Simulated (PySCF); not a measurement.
Cl3Si, SMILES Cl[Si](Cl)Cl, multiplicity 2. Geometry optimised at PBE0-D3(BJ)/def2-SVP. The isomer is the one that the SMILES or the coordinates give; other isomers of the formula were not compared.

Computed with PBE0-D3(BJ)/def2-SVP (PySCF).

Harmonic wavenumbers (cm⁻¹): 161, 161, 235, 479, 599, 599. Rotational constants (GHz): 2.402, 2.402, 1.266; symmetry number 3.

**Question.** Work out the zero-point energy and the ideal-gas rigid-rotor harmonic-oscillator thermochemistry at 298.15 K and 1 atm.

**Answer.** ZPE = ½ Σ hcν = ½ × 2234 cm⁻¹ = 3.19 kcal/mol. H − E(el) = 7.02 kcal/mol. Entropy in cal/(mol K): translation 40.60, rotation 25.99, vibration 8.53, spin 1.38, total 76.50. G − E(el) = -15.79 kcal/mol. Cp = 16.88 cal/(mol K).
